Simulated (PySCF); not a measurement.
A side-by-side comparison of computed properties.

First species: Para-tolunitrile, C8H7N.
SMILES: `c1cc(C)ccc1C#N`

Second species: CF3CH2CF3, C3H2F6.
Z-matrix (Å and degrees, PBE0-D3(BJ)/def2-TZVP geometry), rows numbered from 1:
```
F 
C   1  1.3400
F   2  1.3329  1  107.50
F   2  1.3338  1  107.45  3   115.80
C   2  1.5130  1  108.97  3  -122.24
C   5  1.5127  2  116.02  1   179.05
F   6  1.3334  5  112.31  2    60.60
F   6  1.3333  5  112.48  2   -61.26
F   6  1.3398  5  108.98  2   179.65
H   5  1.0901  2  108.13  1    57.50
H   5  1.0902  2  107.90  1   -59.81
```

Levels: B97-2/pcSseg-2 for dipole moment, HOMO energy, LUMO energy and HOMO–LUMO gap; PBE0-D3(BJ)/def2-TZVP for rotational constant A and rotational constant C. Geometries: PBE0-D3(BJ)/def2-TZVP. Each species is one conformer at its optimised geometry, gas phase, non-relativistic unless stated. Electronic properties by PySCF.

Dipoles, sizes and rotational constants follow the conformer. The torsions of the flexible species, by atom-mapped SMILES:
- `[F:1][C:2]([F:3])([F:4])[CH2:5][C:6]([F:7])([F:8])[F:9]`: F1–C2–C5–C6 179°, C2–C5–C6–F7 61°

Q: Which of the two has the higher rotational constant C, and by how much?

A: The second: 1.047 GHz against 0.845 GHz, a difference of 0.202 GHz.

Q: Which of the two has the higher LUMO energy, and by how much?

A: The second: 0.63 eV against -1.50 eV, a difference of 2.13 eV.

Q: Which of the two has the higher dipole moment, and by how much?

A: The first: 5.36 D against 1.95 D, a difference of 3.41 D.

Q: Which has the higher HOMO energy?

A: The first: -7.28 eV against -10.98 eV, a difference of 3.70 eV.

Q: Which of the two has the higher HOMO–LUMO gap, and by how much?

A: The second: 11.61 eV against 5.78 eV, a difference of 5.83 eV.

Q: Which has the higher rotational constant A?

A: The first: 5.566 GHz against 2.917 GHz, a difference of 2.649 GHz.

On the first: The dipole matches unit charges of opposite sign 1.12 Å apart (1 e·Å = 4.8032 D). Isolated species at its PBE0-D3(BJ)/def2-TZVP geometry, gas phase.

On the second: In atomic units the dipole is 0.77 e·bohr (1 au = 2.5417 D). A dipole of 1.95 D is allowed in C2v, and pure rotational transitions are dipole-allowed. Isolated species at its PBE0-D3(BJ)/def2-TZVP geometry, gas phase.
